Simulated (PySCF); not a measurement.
Stepwise substitution at one centre (In Cl-SH). All species are isolated molecules in the gas phase. One relaxed conformer stands for each flexible species; it need not be the lowest. Strings in code marks are SMILES.

Method: PBE-D3(BJ)/def2-TZVP // PBE0-D4/def2-TZVP (PySCF). Excitations are Tamm–Dancoff values on a coarser integration grid. The basis has no diffuse functions, so Rydberg states are missing or too high.

```json
[
 {"species": "0 of 3 Cl replaced by SH (`[Cl][In]([Cl])[Cl]`)", "T1 excitation (TDA) (eV)": "4.10", "S1–T1 gap (TDA) (eV)": "0.30", "LUMO (eV)": "-3.76", "HOMO (eV)": "-8.02"},
 {"species": "1 of 3 Cl replaced by SH (`[SH][In]([Cl])[Cl]` (H–S–In–Cl torsion 0°))", "T1 excitation (TDA) (eV)": "3.55", "S1–T1 gap (TDA) (eV)": "0.33", "LUMO (eV)": "-3.32", "HOMO (eV)": "-7.06"},
 {"species": "2 of 3 Cl replaced by SH (`[SH][In]([SH])[Cl]` (H–S–In–Cl torsion -180°, Cl–In–S–H torsion 0°))", "T1 excitation (TDA) (eV)": "3.55", "S1–T1 gap (TDA) (eV)": "0.30", "LUMO (eV)": "-2.92", "HOMO (eV)": "-6.64"},
 {"species": "3 of 3 Cl replaced by SH (`[SH][In]([SH])[SH]`)", "T1 excitation (TDA) (eV)": "3.68", "S1–T1 gap (TDA) (eV)": "0.27", "LUMO (eV)": "-2.56", "HOMO (eV)": "-6.40"}
]
```
